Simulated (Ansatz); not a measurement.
`[Cl][InH][I]` + H–F → `[F][InH][I]` + HCl at 700 K and 1 bar (ligand exchange at the In–Cl bond).

Program: Ansatz. Geometries: PBE0-D4/def2-TZVP. ΔE: electronic, gas phase. CBS: MP2 limit from def2 TZ/QZ plus the TZ coupled-cluster correction, frozen cores. This one scheme is used for every species. Elements past krypton have def2 core potentials. For I, In outer-core shells are correlated without core-valence functions, which leaves a few kJ/mol of doubt a bond.

```csv
species,CCSD(T)/CBS energy (Eh),H − E (kJ/mol),S (J/(mol·K))
`[Cl][InH][I]`,-947.72945,65.2,399.9
H–F,-100.39570,45.2,198.5
`[F][InH][I]`,-587.72167,65.7,388.1
HCl,-460.38127,38.4,211.8
```

H − E and S are ideal-gas, rigid-rotor, harmonic terms from PBE0-D4/def2-TZVP. 1 Eh = 2625.50 kJ/mol, R = 8.31446 J/(mol·K).

Task: By hand: ΔE, ΔH, ΔS and ΔG.

Result: ΔE = (-587.72167) + (-460.38127) − (-947.72945) − (-100.39570) = 0.02221 Eh = 58.3 kJ/mol. Δ(H − E) = 65.7 + 38.4 − 65.2 − 45.2 = -6.3, so ΔH = 52.0 kJ/mol. ΔS = 388.1 + 211.8 − 399.9 − 198.5 = 1.5 J/(mol·K). ΔG = 52.0 − 700 × (1.5)/1000 = 51.0 kJ/mol.

Task: By hand: the equilibrium constant, and the temperature at which ΔG would vanish if ΔH and ΔS stayed fixed.

Result: log₁₀ K = −ΔG/(RT ln 10) = -3.8. ΔG = 0 at ΔH/ΔS = 34667 K, far beyond where these terms or the molecules hold.

The number of gas molecules stays the same, so ΔS is small and ΔH decides. A doubt of 5 kJ/mol in ΔE shifts log₁₀ K by 0.4 here. These are equilibria of isolated gas molecules and say nothing of rates. Largest T1 diagnostic: 0.014 (customary marks: 0.02 for closed shells, 0.045 for open ones).
